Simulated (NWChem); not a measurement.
System: NbNHF3; SMILES [NH]=[Nb]([F])([F])[F]

NWChem input:

```
start job
memory heap 200 mb stack 900 mb global 1100 mb
geometry units angstroms noautoz
  Nb     0.000000     0.000000     0.021376
  N      0.000000     0.000000     1.749523
  H      0.000000     0.000000     2.764947
  F     -0.645726     1.658186    -0.538664
  F     -1.113168    -1.388309    -0.538664
  F      1.758895    -0.269878    -0.538664
end
basis spherical
  * library sto-3g
end
dft
  xc pbe0
  iterations 150
  mulliken
end
task dft energy
```

NWChem printed, in part:

```
             Northwest Computational Chemistry Package (NWChem) 7.3.0
             --------------------------------------------------------

 C3V symmetry detected

                             Geometry "geometry" -> ""
                             -------------------------

 Output coordinates in angstroms (scale by  1.889725989 to convert to a.u.)

  No.       Tag          Charge          X              Y              Z
 ---- ---------------- ---------- -------------- -------------- --------------
    1 Nb                  41.0000     0.00000000     0.00000000     0.00369053
    2 N                    7.0000     0.00000000     0.00000000     1.73183753
    3 H                    1.0000     0.00000000     0.00000000     2.74726153
    4 F                    9.0000     1.25828147     1.25828147    -0.55634947
    5 F                    9.0000    -1.71884445     0.46056298    -0.55634947
    6 F                    9.0000     0.46056298    -1.71884445    -0.55634947

 Effective nuclear repulsion energy (a.u.)     493.4833633455

      Symmetry information
      --------------------

 Group name             C3v
 Group number             17
 Group order               6
 No. of unique centers     4

                                 NWChem DFT Module
                                 -----------------

 Summary of "ao basis" -> "ao basis" (spherical)
 ------------------------------------------------------------------------------
       Tag                 Description            Shells   Functions and Types
 ---------------- ------------------------------  ------  ---------------------
 Nb                          sto-3g                 11       27   5s4p2d
 N                           sto-3g                  3        5   2s1p
 H                           sto-3g                  1        1   1s
 F                           sto-3g                  3        5   2s1p

      Symmetry analysis of basis
      --------------------------

        a1         19
        a2          1
        e          28

  Rotation of axis

            General Information
            -------------------
          SCF calculation type: DFT
          Wavefunction type:  closed shell.
          No. of atoms     :     6
          No. of electrons :    76
           Alpha electrons :    38
            Beta electrons :    38
          Charge           :     0
          Spin multiplicity:     1
          Use of symmetry is: on ; symmetry adaption is: on
          Maximum number of iterations: 150
          AO basis - number of functions:    48
                     number of shells:    24
          Convergence on energy requested:  1.00D-06
          Convergence on density requested:  1.00D-05
          Convergence on gradient requested:  5.00D-04

              XC Information
              --------------
                         PBE0 Method XC Functional
                     Hartree-Fock (Exact) Exchange  0.250
          PerdewBurkeErnzerhof Exchange Functional  0.750
            Perdew 1991 LDA Correlation Functional  1.000 local
           PerdewBurkeErnz. Correlation Functional  1.000 non-local

             Grid Information
             ----------------
          Grid used for XC integration:  medium
          Radial quadrature: Mura-Knowles
          Angular quadrature: Lebedev.
          Tag              B.-S. Rad. Rad. Pts. Rad. Cut. Ang. Pts.
          ---              ---------- --------- --------- ---------
          Nb                  1.45      123           8.0       590
          N                   0.65       49           7.0       434
          H                   0.35       45           8.0       434
          F                   0.50       49          10.0       434
          Grid pruning is: on
          Number of quadrature shells:   266
          Spatial weights used:  Erf1

      Superposition of Atomic Density Guess
      -------------------------------------

 Sum of atomic energies:       -4063.90310823

      Non-variational initial energy
      ------------------------------

 Total energy =   -4063.606600
 1-e energy   =   -6622.270978
 2-e energy   =    2065.181015
 HOMO         =      -0.193793
 LUMO         =       0.216636

      Symmetry analysis of molecular orbitals - initial
      -------------------------------------------------

  Numbering of irreducible representations:

     1 a1          2 a2          3 e

  Orbital symmetries:

     1 a1          2 a1          3 a1          4 e           5 e
     6 a1          7 e           8 e           9 a1         10 a1
    11 a1         12 e          13 e          14 a1         15 e
    16 e          17 e          18 e          19 a1         20 a1
    21 e          22 e          23 a1         24 e          25 e
    26 a1         27 a1         28 e          29 e          30 a1
    31 e          32 e          33 e          34 e          35 a2
    36 a1         37 e          38 e          39 e          40 e
    41 a1         42 a1         43 e          44 e          45 a1
    46 e          47 e          48 a1

     ---------------------------------------------
      Total Density - Mulliken Population Analysis
     ---------------------------------------------

    Atom       Charge   Shell Charges
 -----------   ------   -------------------------------------------------------
    1 Nb  41    38.57   2.00  2.00  6.00  2.00  5.98  2.02  5.80  0.36  0.70  9.90  1.82
    2 N    7     8.10   2.00  1.68  4.43
    3 H    1     0.73   0.73
    4 F    9     9.53   2.00  1.94  5.59
    5 F    9     9.53   2.00  1.94  5.59
    6 F    9     9.53   2.00  1.94  5.59

   convergence    iter        energy       DeltaE   RMS-Dens  Diis-err
 ---------------- ----- ----------------- --------- --------- ---------
 d= 0,ls=0.0,diis     1  -4066.8317229658 -4.56D+03  9.26D-02  2.50D+00
 d= 0,ls=0.0,diis     2  -4064.0226099568  2.81D+00  6.62D-02  2.21D+01
 d= 0,ls=0.0,diis     3  -4067.2940856497 -3.27D+00  9.98D-03  6.08D-02
 d= 0,ls=0.0,diis     4  -4067.2826971629  1.14D-02  6.00D-03  1.44D-01
 d= 0,ls=0.0,diis     5  -4067.3040085020 -2.13D-02  5.25D-04  1.40D-03
  Resetting Diis
 d= 0,ls=0.0,diis     6  -4067.3042054408 -1.97D-04  7.31D-05  1.87D-05
 d= 0,ls=0.0,diis     7  -4067.3042080901 -2.65D-06  9.14D-06  3.96D-08
 d= 0,ls=0.0,diis     8  -4067.3042080784  1.17D-08  5.99D-06  1.24D-07

         Total DFT energy =    -4067.304208078419
      One electron energy =    -6622.001531839906
           Coulomb energy =     2216.691592655955
    Exchange-Corr. energy =     -155.477632239961
 Nuclear repulsion energy =      493.483363345492

 Numeric. integr. density =       76.000000298524

                  Occupations of the irreducible representations
                  ----------------------------------------------

                     irrep           alpha         beta
                     --------     --------     --------
                     a1               15.0         15.0
                     a2                1.0          1.0
                     e                22.0         22.0

                       DFT Final Molecular Orbital Analysis
                       ------------------------------------

 Vector   36  Occ=2.000000D+00  E=-2.331225D-01  Symmetry=a2
              MO Center= -6.3D-15,  4.1D-14, -5.6D-01, r^2= 3.5D+00
   Bfn.  Coefficient  Atom+Function         Bfn.  Coefficient  Atom+Function
  ----- ------------  ---------------      ----- ------------  ---------------
    42      0.557782  5 F  py                46     -0.557782  6 F  px
    36      0.408325  4 F  px                37     -0.408325  4 F  py
    41      0.149457  5 F  px                47     -0.149457  6 F  py

 Vector   37  Occ=2.000000D+00  E=-1.649825D-01  Symmetry=e
              MO Center=  1.5D-01,  1.5D-01,  9.7D-01, r^2= 2.3D+00
   Bfn.  Coefficient  Atom+Function         Bfn.  Coefficient  Atom+Function
  ----- ------------  ---------------      ----- ------------  ---------------
    31      0.523556  2 N  py                30      0.520882  2 N  px
    38     -0.336135  4 F  pz                24      0.201790  1 Nb d -1
    26     -0.200759  1 Nb d  1              36     -0.173861  4 F  px
    37     -0.173787  4 F  py                48      0.168813  6 F  pz
    43      0.167322  5 F  pz                12     -0.119030  1 Nb py

 Vector   38  Occ=2.000000D+00  E=-1.649825D-01  Symmetry=e
              MO Center= -1.5D-01, -1.5D-01,  9.7D-01, r^2= 2.3D+00
   Bfn.  Coefficient  Atom+Function         Bfn.  Coefficient  Atom+Function
  ----- ------------  ---------------      ----- ------------  ---------------
    30      0.523556  2 N  px                31     -0.520882  2 N  py
    43      0.291532  5 F  pz                48     -0.290671  6 F  pz
    41     -0.208580  5 F  px                47      0.207996  6 F  py
    26     -0.201790  1 Nb d  1              24     -0.200759  1 Nb d -1
    11     -0.119030  1 Nb px                15      0.119350  1 Nb px

 Vector   39  Occ=0.000000D+00  E= 1.115823D-01  Symmetry=e
              MO Center=  1.6D-01,  1.2D-02, -4.5D-02, r^2= 1.9D+00
   Bfn.  Coefficient  Atom+Function         Bfn.  Coefficient  Atom+Function
  ----- ------------  ---------------      ----- ------------  ---------------
    27      0.677834  1 Nb d  2              26      0.446245  1 Nb d  1
    46     -0.281227  6 F  px                30      0.257511  2 N  px
    36     -0.257499  4 F  px                23     -0.251832  1 Nb d -2
    15      0.232326  1 Nb px                37      0.222906  4 F  py
    43     -0.216069  5 F  pz                24      0.204484  1 Nb d -1

[...]
```

Level: PBE0/STO-3G, non-relativistic. Coordinates come from a PBE0/def2-SVP (def2 core potentials past Kr) optimisation.
